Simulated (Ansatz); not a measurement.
Calculation: PBE0-D3(BJ)/def2-TZVP run with Ansatz (an electronic-structure program). No frequencies were computed at this level.

Ansatz 0.2 input:
```yaml
crystal:
  periodic: [false, false, false]
  atoms:
    - { symbol: C, position_ang: [1.738018, -0.955311, -0.251973] }
    - { symbol: Al, position_ang: [0.00169, -0.002998, -0.008138] }
    - { symbol: C, position_ang: [-1.709312, -1.027219, 0.054869] }
    - { symbol: C, position_ang: [-0.027173, 1.981698, 0.194514] }
    - { symbol: H, position_ang: [1.659815, -1.798274, -0.946748] }
    - { symbol: H, position_ang: [2.126441, -1.370611, 0.684198] }
    - { symbol: H, position_ang: [2.519483, -0.293151, -0.640542] }
    - { symbol: H, position_ang: [-1.662941, -1.958835, -0.519035] }
    - { symbol: H, position_ang: [-2.550466, -0.448962, -0.342936] }
    - { symbol: H, position_ang: [-1.992307, -1.311175, 1.074201] }
    - { symbol: H, position_ang: [-0.850137, 2.320099, 0.833239] }
    - { symbol: H, position_ang: [0.897728, 2.369166, 0.634983] }
    - { symbol: H, position_ang: [-0.150955, 2.501712, -0.761547] }
basis:
  gaussian: { orbitals: def2-tzvp }
hamiltonian:
  xc: pbe0
  dispersion: d3bj
relax:
  max_steps: 150
```

Output:

```
Functional definition: PBE0
1215 factors; their error is unknown
mean field evaluation 1: about -9833.8575 eV, gradient 8.4e1 eV
mean field evaluation 2: about -9829.8125 eV, gradient 8.6e1 eV
mean field evaluation 4: about -9849.5181 eV, gradient 9.5e-1 eV
mean field evaluation 8: about -9849.5205 eV, gradient 3.3e-1 eV
mean field -9849.52068307 eV, -361.9632088578 hartree, gradient 6.7e-5 eV, S^2 0.000000; 0 other end points of the search recorded, 0 dependent functions left out
reference -9849.52071865 eV, -361.9632101656 hartree; 20, 20 occupied and 164, 164 virtual orbitals, 1215 factors
relax step   1: F+E_penalty+E_count = -9849.70538270 eV  Δ(F+E_penalty+E_count) = +0.000e0 eV  max|allowed force component| = 3.034e-1 eV/Å  Δτ_max = 0.0000 Å  (24 SCF iters, accepted)
these checks for a lower state are left out or cut short: starts, cluster_reference, orbital_swaps, neighbouring_geometries, increment
1215 factors; their error is unknown
mean field evaluation 16: about -9849.5461 eV, gradient 2.2e0 eV
mean field -9849.55406632 eV, -361.9644356698 hartree, gradient 6.2e-6 eV, S^2 0.000000; 0 other end points of the search recorded, 0 dependent functions left out
reference -9849.55410163 eV, -361.9644369672 hartree; 20, 20 occupied and 164, 164 virtual orbitals, 1215 factors
relax step   2: F+E_penalty+E_count = -9849.74130469 eV  Δ(F+E_penalty+E_count) = -3.592e-2 eV  max|allowed force component| = 1.390e-1 eV/Å  Δτ_max = 0.0541 Å  (29 SCF iters, accepted)
these checks for a lower state are left out or cut short: starts, cluster_reference, orbital_swaps, neighbouring_geometries, increment
1215 factors; their error is unknown
mean field -9849.55696103 eV, -361.9645420485 hartree, gradient 6.0e-6 eV, S^2 0.000000; 0 other end points of the search recorded, 0 dependent functions left out
reference -9849.55699623 eV, -361.9645433420 hartree; 20, 20 occupied and 164, 164 virtual orbitals, 1215 factors
relax step   3: F+E_penalty+E_count = -9849.74515408 eV  Δ(F+E_penalty+E_count) = -3.849e-3 eV  max|allowed force component| = 3.153e-2 eV/Å  Δτ_max = 0.0255 Å  (29 SCF iters, accepted)
these checks for a lower state are left out or cut short: starts, cluster_reference, orbital_swaps, neighbouring_geometries, increment
1215 factors; their error is unknown
mean field evaluation 32: about -9849.5570 eV, gradient 3.3e-1 eV
mean field -9849.55712571 eV, -361.9645481004 hartree, gradient 6.0e-6 eV, S^2 0.000000; 0 other end points of the search recorded, 0 dependent functions left out
reference -9849.55716092 eV, -361.9645493942 hartree; 20, 20 occupied and 164, 164 virtual orbitals, 1215 factors
relax step   4: F+E_penalty+E_count = -9849.74532076 eV  Δ(F+E_penalty+E_count) = -1.667e-4 eV  max|allowed force component| = 1.188e-2 eV/Å  Δτ_max = 0.0040 Å  (30 SCF iters, accepted)
these checks for a lower state are left out or cut short: starts, cluster_reference, orbital_swaps, neighbouring_geometries, increment
1215 factors; their error is unknown
mean field -9849.55719303 eV, -361.9645505742 hartree, gradient 6.0e-6 eV, S^2 0.000000; 0 other end points of the search recorded, 0 dependent functions left out
reference -9849.55722824 eV, -361.9645518682 hartree; 20, 20 occupied and 164, 164 virtual orbitals, 1215 factors
relax step   5: F+E_penalty+E_count = -9849.74535388 eV  Δ(F+E_penalty+E_count) = -3.311e-5 eV  max|allowed force component| = 3.441e-3 eV/Å  Δτ_max = 0.0051 Å  (29 SCF iters, accepted)
1215 factors; their error is unknown
mean field -9849.55719303 eV, -361.9645505742 hartree, gradient 2.0e-5 eV, S^2 0.000000; 1 other end points of the search recorded, 0 dependent functions left out
reference -9849.55722824 eV, -361.9645518682 hartree; 20, 20 occupied and 164, 164 virtual orbitals, 1215 factors
Total energy: -9849.74538909 eV, -361.9714666519 hartree
Atom 0 at     1.704345    -0.935051    -0.263789 Å, force     0.002165     0.000072     0.000224 eV/Å
Atom 1 at     0.003072     0.002426    -0.014829 Å, force    -0.000742    -0.000932    -0.001065 eV/Å
Atom 2 at    -1.673285    -1.008400     0.040640 Å, force    -0.001570    -0.000439     0.001280 eV/Å
Atom 3 at    -0.027841     1.947610     0.208719 Å, force     0.002166     0.002843    -0.003344 eV/Å
Atom 4 at     1.617264    -1.783003    -0.949590 Å, force    -0.001101     0.001905     0.000983 eV/Å
Atom 5 at     2.048811    -1.346684     0.693192 Å, force    -0.001074     0.001435    -0.001448 eV/Å
Atom 6 at     2.499894    -0.280154    -0.629459 Å, force     0.000931    -0.000931     0.000145 eV/Å
Atom 7 at    -1.623363    -1.946844    -0.518257 Å, force    -0.000153    -0.000276     0.000522 eV/Å
Atom 8 at    -2.520990    -0.429595    -0.337694 Å, force    -0.000387    -0.000645     0.000092 eV/Å
Atom 9 at    -1.916880    -1.272322     1.077422 Å, force     0.000196     0.000807    -0.001235 eV/Å
Atom 10 at    -0.865421     2.287535     0.824465 Å, force    -0.000137    -0.001340    -0.000008 eV/Å
Atom 11 at     0.897139     2.337405     0.642938 Å, force    -0.001125    -0.000288     0.000414 eV/Å
Atom 12 at    -0.142860     2.433216    -0.768672 Å, force     0.000829    -0.002208     0.003441 eV/Å
Dipole moment:     0.000366    -0.000085    -0.000049 e Å
```

Cost: roughly 40 core-seconds.
